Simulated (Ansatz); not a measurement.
One change: `Br[SiH]1NCO1` becomes `C1N[SiH2]O1`.

Ansatz, PBE0-D4/def2-TZVP geometries, multiplicity 1. 

Scalar relativity is left out up to krypton. Spin–orbit coupling is left out; it splits and shifts lone-pair levels of the heavy atoms by tenths of an eV.

```csv
property,`Br[SiH]1NCO1`
HOMO energy (B3LYP/def2-TZVPP) / eV,-7.35
HOMO–LUMO gap (PBE0/def2-TZVPP) / eV,7.39
HOMO–LUMO gap (PBE/def2-TZVPP) / eV,5.10
size of the dipole moment (B3LYP/def2-TZVPP) / D,2.01
HOMO energy (ωB97M-V/def2-TZVPP) / eV,-9.89
LUMO energy (PBE/def2-TZVPP) / eV,-1.08
```

Problem. What does the change do to each property? (An estimate is asked.)

Solution. The calculation gave: 
```csv
property,`C1N[SiH2]O1`,shift
HOMO energy (B3LYP/def2-TZVPP) / eV,-6.90,0.45
HOMO–LUMO gap (PBE0/def2-TZVPP) / eV,6.83,-0.56
HOMO–LUMO gap (PBE/def2-TZVPP) / eV,4.52,-0.58
size of the dipole moment (B3LYP/def2-TZVPP) / D,1.87,-0.14
HOMO energy (ωB97M-V/def2-TZVPP) / eV,-9.44,0.45
LUMO energy (PBE/def2-TZVPP) / eV,-1.18,-0.10
```

With PBE0 the HOMO rises by 0.47 eV and the LUMO falls by 0.10 eV, so the gap narrows by about 0.57 eV. PBE moves the HOMO by 0.46 eV and ωB97M-V by 0.45 eV. Dipoles are sizes alone; their direction can turn.

Positive LUMOs are unbound, so they and the gaps depend on the basis.

B3LYP here is the variant with VWN-RPA as its local correlation; programs differ in this.
